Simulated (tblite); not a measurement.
C8H7F.
SMILES with atom numbers: `[CH3:1][C:2]#[C:3][C:4]#[C:5]/[CH:6]=[CH:7]/[CH2:8][F:9]` (hydrogens: H10, H11, H12 on C1; H13 on C6; H14 on C7; H15, H16 on C8)

A start from a force field or distance geometry was refined with tblite, GFN2-xTB geometry optimisation, gas phase. Values at the start:

```
 coordinate    start
      C1–C2  1.478 Å
     C1–H10  1.101 Å
      C2≡C3  1.215 Å
      C3–C4  1.426 Å
      C4≡C5  1.210 Å
      C5–C6  1.439 Å
      C6=C7  1.319 Å
     C6–H13  1.080 Å
      C7–C8  1.486 Å
     C7–H14  1.071 Å
      C8–F9  1.404 Å
     C8–H15  1.108 Å
   C1–C2–C3   179.0°
   C2–C3–C4   179.3°
   C3–C4–C5   177.9°
   C4–C5–C6   179.5°
   C5–C6–C7   123.3°
   C6–C7–C8   117.2°
   C7–C8–F9   110.0°
C5–C6–C7–C8    -179°
C6–C7–C8–F9       0°
```

Q: How do these coordinates change at the GFN2-xTB level?

A: 
| coordinate | GFN2-xTB (Å or °) | change |
| --- | --- | --- |
| C3–C4 | 1.354 | -0.072 |
| C5–C6 | 1.401 | -0.038 |
| C1–C2 | 1.441 | -0.037 |
| C8–F9 | 1.372 | -0.032 |
| C6=C7 | 1.334 | +0.015 |
| C1–H10 | 1.091 | -0.010 |
| C8–H15 | 1.098 | -0.010 |
| C7–H14 | 1.081 | +0.010 |
| C2≡C3 | 1.208 | -0.007 |
| C7–C8 | 1.493 | +0.007 |
| C6–H13 | 1.084 | +0.004 |
| C4≡C5 | 1.213 | +0.003 |
| C6–C7–C8 | 124.2 | +7.0 |
| C7–C8–F9 | 112.4 | +2.4 |
| C3–C4–C5 | 179.8 | +1.9 |
| C4–C5–C6 | 178.6 | -0.9 |
| C1–C2–C3 | 179.9 | +0.9 |
| C2–C3–C4 | 179.8 | +0.5 |
| C5–C6–C7 | 123.6 | +0.3 |
| C6–C7–C8–F9 | 1 | +1 |
| C5–C6–C7–C8 | 180 | -1 |

The energy falls by 33.0 kJ/mol over 61 L-BFGS steps, the largest force on an atom goes from 2.46 to 0.009 eV/Å, and the atoms move by 0.114 Å rms after alignment. The bond that changes most is C3–C4 (both ends alkyne carbon), which shortens by 0.072 Å. Bonds longer at the end by more than 0.005 Å: 3 of 15; shorter: 10. Rotational constants go from 13628, 387.4, 378.6 to 14894, 387.6, 379.5 MHz.

On Arm Neoverse N1, one thread (shared host), this took 0.58 s of wall time.

GFN2-xTB frequencies show an imaginary mode (33i cm⁻¹), so the point is no minimum at that level.

The values belong to the conformer `[CH3:1][C:2]#[C:3][C:4]#[C:5]/[CH:6]=[CH:7]/[CH2:8][F:9]`: C6–C7–C8–F9 1°.

All values are computed, not measured.
